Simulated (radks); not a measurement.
Isoelectronic series with 19 electrons, all held in the configuration [Ar] 4s1, which need not be the ground one along the series. All-electron calculation, scalar-relativistic Kohn-Sham, BLYP, spin-polarised, spherical densities, finite nucleus; open shells are filled with parallel spins first (spin-orbit coupling, left out, can overturn this in heavy ions); Fermi nuclear charge, rms radius of each element as measured or else 0.836 A^(1/3) + 0.57 fm. Program: a radial shooting solver on a logarithmic mesh with Libxc functionals. Total energies (hartree) and mean radii <r> (bohr):

ion    E (hartree)   4s up  3p down   3p up  3s down
K       -602.31294   4.856    1.437   1.439    1.268
Ti3+    -851.72049   2.517    1.033   1.035   0.9783
Mn6+   -1147.15304   1.831   0.8158  0.8168   0.7964
Ni9+   -1488.87403   1.458   0.6763  0.6771   0.6719
Ga12+  -1877.29193   1.217   0.5784  0.5789   0.5810
Se15+  -2312.90938   1.046   0.5055  0.5059   0.5116
Rb18+  -2796.31038  0.9180   0.4489  0.4493   0.4568
Zr21+  -3328.15784  0.8179   0.4037  0.4040   0.4123
Tc24+  -3909.19502  0.7373   0.3667  0.3669   0.3754
Pd27+  -4540.25460  0.6710   0.3358  0.3360   0.3444
In30+  -5222.26101  0.6152   0.3096  0.3098   0.3178
Te33+  -5956.23168  0.5677   0.2871  0.2872   0.2948
Cs36+   -6743.3038  0.5267   0.2675  0.2676   0.2746
Ce39+   -7584.7184  0.4909   0.2503  0.2504   0.2568
Pm42+   -8481.8484  0.4593   0.2351  0.2352   0.2409
Gd45+   -9436.1790  0.4312   0.2215  0.2216   0.2267
Ho48+  -10449.4521  0.4060   0.2094  0.2095   0.2138
